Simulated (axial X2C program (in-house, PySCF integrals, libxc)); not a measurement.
# Bond lengths and stretching modes, held linear, of FCuF

Computed with an in-house all-electron X2C program for linear molecules (integrals from PySCF): two-component X2C with atomic mean-field Coulomb and Gaunt terms, Gaussian nuclei, basis F dyall-av3z, Cu dyall-v3z with contracted cores. Spin-free rows use the one-electron spin-free X2C Hamiltonian.

Masses F 18.998, Cu 62.930, F 18.998 u. States: 2c Ω = 1/2 (beyond evenly filled blocks: ω = 1/2); spin-free M_S = 1/2, Λ = 0 (beyond evenly filled blocks: σα).

MP2, spin-free: energies above the lowest point

```json
{"r(F–Cu) (Å)": "1.6711", "r(Cu–F) (Å)": "1.6711", "E (meV)": "64.05"}
{"r(F–Cu) (Å)": "1.6711", "r(Cu–F) (Å)": "1.7140", "E (meV)": "31.10"}
{"r(F–Cu) (Å)": "1.6711", "r(Cu–F) (Å)": "1.7568", "E (meV)": "49.21"}
{"r(F–Cu) (Å)": "1.7140", "r(Cu–F) (Å)": "1.6711", "E (meV)": "31.10"}
{"r(F–Cu) (Å)": "1.7140", "r(Cu–F) (Å)": "1.7140", "E (meV)": "0.00"}
{"r(F–Cu) (Å)": "1.7140", "r(Cu–F) (Å)": "1.7568", "E (meV)": "19.80"}
{"r(F–Cu) (Å)": "1.7140", "r(Cu–F) (Å)": "1.7997", "E (meV)": "79.90"}
{"r(F–Cu) (Å)": "1.7568", "r(Cu–F) (Å)": "1.6711", "E (meV)": "49.21"}
{"r(F–Cu) (Å)": "1.7568", "r(Cu–F) (Å)": "1.7140", "E (meV)": "19.80"}
{"r(F–Cu) (Å)": "1.7568", "r(Cu–F) (Å)": "1.7568", "E (meV)": "41.20"}
{"r(F–Cu) (Å)": "1.7997", "r(Cu–F) (Å)": "1.7140", "E (meV)": "79.90"}
{"r(F–Cu) (Å)": "1.7997", "r(Cu–F) (Å)": "1.7997", "E (meV)": "165.83"}
```

Task: Fit a quadratic surface with cubic terms in each bond: where is the minimum, and what are the two stretching wavenumbers?

Result: At MP2, spin-free: bonds 1.717 and 1.717 Å; harmonic stretches 634.5 and 778.2 cm⁻¹; force constants 4.37, 4.37 and coupling 0.14 mdyn/Å.

The other levels and Hamiltonians give:

| Hamiltonian | level | r(F–Cu) (Å) | r(Cu–F) (Å) | lower stretch (cm⁻¹) | upper stretch (cm⁻¹) |
| --- | --- | --- | --- | --- | --- |
| 2c | PBE0 | 1.717 | 1.717 | 631.2 | 773.4 |
| 2c | HF | 1.733 | 1.733 | 643.4 | 790.9 |
| 2c | MP2 | 1.718 | 1.718 | 633.3 | 778.6 |
| spin-free | PBE0 | 1.717 | 1.717 | 631.5 | 773.4 |
| spin-free | HF | 1.733 | 1.733 | 644.5 | 791.2 |
| spin-free | r2SCAN | 1.714 | 1.714 | 629.1 | 778.0 |

Each state is one determinant, the lowest of a limited PBE0 search; the stretches come from a fit to these few points and carry an uncertainty of a few per cent. Other orders of the atoms were not compared. Left out for rough or failed fits: r2SCAN 2c. MP2 freezes inner shells (threshold -2 hartree). The molecule was held linear; bending was not examined, so a bent shape may lie lower.
